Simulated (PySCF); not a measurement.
**Finite-field polarisability of Br (bromine, neutral)**

[Ar] 3d10 4s2 4p5, 2P determinant. Calculation: PySCF 2.14, in aug-cc-pVDZ-PP with ECP10MDF (5s4p3d, 32 functions); scalar relativity through the core potential. Frozen: 3s2 3p6 3d10. Energy changes in a uniform field (μhartree):

```csv
axis,F (au),HF,MP2,CCSD,CCSD(T)
x,0.0034,-98.679,-99.542,-100.069,-100.344
x,0.0068,-394.760,-398.223,-400.335,-401.433
y,0.0032,-101.225,-103.663,-104.572,-105.052
y,0.0064,-405.011,-414.783,-418.422,-420.343
```

By symmetry the remaining axis equals y.

**Question.** Derive α along x at CCSD(T) from the two fields.

**Answer.** With ΔE = −αF²/2 − γF⁴/24, α = −(16 ΔE(F) − ΔE(2F))/(6F²) = 17.36 bohr³.

**Question.** And the mean polarisability at each level?

**Answer.** The components xx, yy, zz at CCSD(T) are 17.36, 20.52, 20.52, the third axis being equal by symmetry to one of the two computed. Means: HF 18.87, MP2 19.24, CCSD 19.39, CCSD(T) 19.46 bohr³. Reference: 21 ± 1 bohr³ (recommended; Schwerdtfeger and Nagle, table of static dipole polarizabilities (2023 update)).

CCSD(T) lies more than 5 % below the reference, which points to too few diffuse and polarisation functions.

A double-zeta set is small for polarisabilities.
